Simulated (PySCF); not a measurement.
GaH3Se2. Atoms are numbered in the order given.

```xyz
6

Ga     0.0000     0.0000    -0.7982
H      0.0000     0.0000    -2.3601
Se     0.0000    -2.0408     0.3492
H      0.0000    -1.4061     1.6815
Se     0.0000     2.0408     0.3492
H      0.0000     1.4061     1.6815
```
Charge 0, spin multiplicity 1.

The structure is a stationary point at B3LYP-D3(BJ)/def2-SVP. The structure was generated by enumeration; whether it is a known compound was not checked. Other conformers were not sampled.

Computed with PBE/def2-TZVPD (PySCF).

Symmetry labels are those of the subgroup C2v that the program uses (full group C2v).

Computed valence orbital energies around the gap with their symmetry:
```csv
orbital,symmetry,energy (eV)
HOMO−7,B2,-17.25
HOMO−6,A1,-11.26
HOMO−5,B2,-9.77
HOMO−4,A1,-9.42
HOMO−3,A1,-7.77
HOMO−2,B2,-7.21
HOMO−1,B1,-6.64
HOMO,A2,-6.09
LUMO,B1,-2.11
LUMO+1,A1,-1.82
LUMO+2,A1,-1.36
LUMO+3,B2,-0.88
```
